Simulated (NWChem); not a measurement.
Si2H3O2Cl; SMILES [SiH2]1O[SiH](Cl)O1

```xyz
8

Cl    -0.3414     2.1426     0.0000
Si     0.6769     0.3715     0.0000
O      0.1542    -0.6978    -1.1932
Si    -0.3894    -1.7834     0.0000
O      0.1542    -0.6978     1.1932
H      2.1224     0.6661     0.0000
H      0.3467    -3.0726     0.0000
H     -1.8593    -1.9889     0.0000
```
Atoms are numbered in this order, from 1.

Program: NWChem. Pople sets run with spherical d functions. Geometry: optimised at PBE0/def2-SVP. GIAO values for the isolated, static molecule; σ is the absolute isotropic shielding, δ = σ(reference) − σ with the isolated reference molecule computed at the same levels (1H: tetramethylsilane, 17O: water, 29Si: tetramethylsilane).

```
level                                 σ Cl1 (ppm)  δ Si2 (ppm)  δ O3 (ppm)  δ Si4 (ppm)  δ H6 (ppm)  δ H7 (ppm)  δ H8 (ppm)
------------------------------------  -----------  -----------  ----------  -----------  ----------  ----------  ----------
Hartree-Fock/6-31G*                         928.8         -3.7        82.9          3.4        5.40        5.37        5.43
PBE/pcSseg-1                                  ___          ___         ___          ___         ___         ___         ___
LDA (Slater exchange, VWN5)/pcSseg-1        746.9          7.6       168.9         24.2        6.26        6.07        6.12
```

Q: What belongs in the gaps?

A: 
- PBE/pcSseg-1, σ Cl1 (ppm): 776.8
- PBE/pcSseg-1, δ Si2 (ppm): -0.4
- PBE/pcSseg-1, δ O3 (ppm): 154.3
- PBE/pcSseg-1, δ Si4 (ppm): 11.8
- PBE/pcSseg-1, δ H6 (ppm): 6.00
- PBE/pcSseg-1, δ H7 (ppm): 5.79
- PBE/pcSseg-1, δ H8 (ppm): 5.84
